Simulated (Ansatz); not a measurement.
CH7NSi2 (`CN1[SiH2][SiH2]1`), relaxed with RKS PBE-D4/def2-SVP in Ansatz 0.2.0 from a rough embedded geometry. The force threshold is 0.03 eV/Å; the program also tests the step.

The species carries charge 0 and has multiplicity 1.

Start:

```xyz
11

C     0.653   -0.832    0.789
N    -0.051   -0.251   -0.272
Si    0.402    1.048   -1.165
Si   -1.586    0.478   -0.149
H     0.124   -1.768    1.185
H     1.664   -1.261    0.458
H     0.869   -0.193    1.664
H     0.802    0.625   -2.465
H     1.428    1.872   -0.353
H    -2.479   -0.490   -0.900
H    -1.827    0.772    1.208
```

Question: How much energy does the relaxation release, and in how many steps? (An estimate is asked.)

Answer: The calculation gave: 111.90 kJ/mol, in 7 steps.

Question: Which bonds change most? (Best estimate.)

Answer: Ansatz gave: N2–Si3 from 1.640 to 1.763 Å; Si4–H11 from 1.409 to 1.510 Å; Si3–H8 from 1.424 to 1.509 Å; N2–Si4 from 1.704 to 1.763 Å.

Question: Give the relaxed structure. (An estimate is asked.)

Answer: The calculation gave: 
```xyz
11

C     0.794   -1.077    0.908
N     0.079   -0.138    0.069
Si    0.394    1.107   -1.139
Si   -1.556    0.464   -0.195
H     0.160   -1.955    1.155
H     1.703   -1.459    0.397
H     1.120   -0.620    1.872
H     0.895    0.647   -2.485
H     1.183    2.319   -0.706
H    -2.547   -0.486   -0.820
H    -2.226    1.197    0.942
```
